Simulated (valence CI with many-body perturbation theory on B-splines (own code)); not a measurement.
Hyperfine factors and g values of I+

Calculated by configuration interaction combined with many-body perturbation theory (CI+MBPT): six valence electrons over a frozen Dirac-Fock core [Kr] 4d10, a basis of 9 s, 9 p, 8 d, 6 f, 3 g, 1 h functions for each j, with the one-electron correlation potential Σ1, the two-electron term Σ2, the three-electron term Σ3, Breit, model QED; selected CI, second order for the rest, scaled by the run's own slope (own B-spline code, finite nucleus).

Against 22 measured levels this calculation errs by 201 cm⁻¹ on average and by 434 at most. These come from a selection out of the NIST Handbook of Basic Atomic Spectroscopic Data. Levels without a partner in it may be off by more. Among the levels kept, up to 1200 cm⁻¹ of a level comes from second order outside the variational space, and about a tenth of that is noise between levels of different J, which matters for small intervals.

A/g_I is the dipole constant over the nuclear g factor μ/I (μ in nuclear magnetons, uniformly magnetised nucleus), B/Q the quadrupole constant per barn. Both hold the static response of the core; the bare values leave it out. Large factors of s and p1/2 electrons are usually good to 5 to 10 %; those of open d and f shells near neutrality can be off by tens of per cent, and small factors of p3/2, d and f electrons come from cancelling terms and can be off by a factor of two or in sign, in half-filled shells by more. B is blank for J = 1/2, where it vanishes, and for nearly pure S terms. Energies count from the lowest level. Levels with J = 0 are left out.

Names give the largest LS component (configuration and term), which can be under half, so a name can repeat, a term be missing and a line seem to break the LS rules; names also repeat where a configuration has a term twice. Letters in brackets count levels of one name in rising energy.

```tsv
Level	E (eV)	g	A/g_I (MHz)	A/g_I bare	B/Q (MHz/b)	B/Q bare
5s²5p⁴ ³P_2	0.000	1.452	816	637	1440	1230
5s²5p⁴ ³P_1	0.874	1.501	-486	-556	-891	-759
5s²5p⁴ ¹D_2	1.700	1.049	2180	1980	-3300	-2820
5s²5p³6s ⁵S°_2 [a]	10.027	1.766	2920	2540	-390	-336
5s²5p³6s ⁵S°_2 [b]	10.116	1.679	3480	3070	-832	-704
5s²5p³5d ⁵D°_1 [a]	10.409	1.477	933	712	383	340
5s²5p³6s ³S°_1	10.509	1.809	-568	-793	141	122
5s²5p³5d ⁵D°_3	10.590	1.464	28.3	-80.2	69.4	41.0
5s²5p³5d ⁵D°_4	10.624	1.478	-78.6	-169	29.3	-41.6
5s²5p³5d ⁵D°_2	10.643	1.442	340	199	-242	-199
5s²5p³5d ⁵D°_1 [b]	10.836	1.482	860	671	231	209
5s²5p³5d ³D°_2	11.193	1.117	375	316	249	200
5s²5p³5d ³D°_1 [a]	11.410	0.667	721	733	190	158
5s²5p³5d ³D°_3	11.502	1.311	1.31	-66.9	696	569
5s²5p³6s ³D°_2	11.613	1.219	1570	1470	2160	1850
5s²5p³5d ³D°_1 [b]	11.737	0.648	1070	1040	290	246
5s²5p³5d ¹P°_1	11.872	1.005	4330	4000	-387	-318
5s²5p³6s ³D°_3	11.976	1.327	2410	2160	19.8	16.0
5s²5p³5d ³F°_2	12.003	0.837	1550	1430	-1800	-1540
5s²5p³6s ¹D°_2	12.107	1.019	1710	1510	-597	-512
5s²5p³5d ³F°_3	12.140	1.095	1220	1100	-1730	-1480
5s²5p³6p ⁵P_1	12.267	2.314	-184	-482	87.0	72.2
5s²5p³6p ⁵P_2	12.282	1.727	277	73.2	-14.5	-18.8
5s²5p³5d ³F°_4 [a]	12.292	1.149	957	864	-936	-831
5s²5p³5d ³G°_3	12.378	0.853	452	432	1090	878
5s²5p³6p ⁵P_3	12.409	1.629	80.8	-57.4	358	303
5s²5p³5d ³F°_4 [b]	12.512	1.193	282	241	1470	1220
5s²5p³6p ³P_1	12.570	1.517	411	249	-145	-122
```

(1) Take the isotope of mass number 129, with I = 7/2, μ = 2.6165 μN, leaving out the quadrupole term. What is the hyperfine structure of 5s²5p³6s ⁵S°_2 [a]?

Results:

(1) From the table A = 2190 MHz. Shifts from the centre of gravity in MHz: F = 3/2: -19700, F = 5/2: -14200, F = 7/2: -6570, F = 9/2: 3280, F = 11/2: 15300.
